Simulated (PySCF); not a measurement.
LDA on Cr⁻ (chromium, charge -1), [Ar] 3d5 4s2, high-spin 6S determinant. Calculation: PySCF 2.14, in x2c-TZVPPall with one added diffuse shell each of s, p, d, f type (7s6p5d3f1g, 80 functions); scalar relativity by spin-free X2C-1e.

```
cycle= 1 E= -1048.45666063402  delta_E= -0.00201  |g|= 0.316  |ddm|=  1.3
cycle= 2 E= -1048.29483407647  delta_E= 0.162  |g|= 0.781  |ddm|= 0.667
cycle= 3 E= -1048.48801656004  delta_E= -0.193  |g|= 0.0334  |ddm|= 0.541
cycle= 4 E= -1048.48839376966  delta_E= -0.000377  |g|= 0.0095  |ddm|= 0.0367
cycle= 5 E= -1048.48844047405  delta_E= -4.67e-05  |g|= 0.00224  |ddm|= 0.0215
cycle= 6 E= -1048.48844452518  delta_E= -4.05e-06  |g|= 5.14e-05  |ddm|= 0.00579
cycle= 7 E= -1048.48844452754  delta_E= -2.36e-09  |g|= 3.15e-06  |ddm|= 0.000245
cycle= 8 E= -1048.48844452757  delta_E= -2.73e-11  |g|= 8.06e-07  |ddm|= 2e-05
converged SCF energy = -1048.48844452757  <S^2> = 8.8273871  2S+1 = 6.0257405
```

Highest occupied orbital energy: 1.241 eV; ⟨L²⟩ = 0.00; populations by l: s 8.00, p 12.00, d 5.00, f 0.00.

Question: Can this result be used?

Answer: With care. The run converged. ⟨S²⟩ = 8.83 against 8.75 shows spin contamination. At LDA the highest occupied level has a positive energy, so only the finite basis holds that electron; in a semilocal or global hybrid functional this comes from self-interaction and does not mean that the real anion is unbound.
